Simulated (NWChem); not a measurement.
Species: C₃H₂BF₃; SMILES C#CB(F)C(F)F

```xyz
9

C      1.1379    -2.4369     0.3419
C      0.3609    -1.5306     0.1220
B     -0.5758    -0.3772    -0.1645
F     -1.8828    -0.5814    -0.2993
C     -0.0658     1.1347    -0.2715
F     -0.1079     1.6378     1.0175
F      1.2282     1.2018    -0.7148
H      1.8185    -3.2361     0.5383
H     -0.6749     1.7950    -0.9023
```
Atoms are numbered in this order, from 1.

Results from NWChem. The geometry was optimised at B3LYP/6-31G* (spherical d). Total energies of different functionals are on different scales.

```tsv
level	energy (Ha)	highest occupied level (eV)	orbital gap (eV)	dipole (D)	relative time
PBE/def2-TZVP	-439.6043	-7.37	4.12	1.56	1
B3LYP/def2-TZVP	-440.0832	-8.56	6.01	1.66	1
PBE0/def2-TZVP	-439.6107	-8.79	6.46	1.64	1
CAM-B3LYP/def2-TZVP	-439.9320	-10.20	8.99	1.66	10
PW6B95/def2-TZVP	-440.5749	-8.90	6.58	1.68	1
```

Relative times are rough (shared machine, one core).
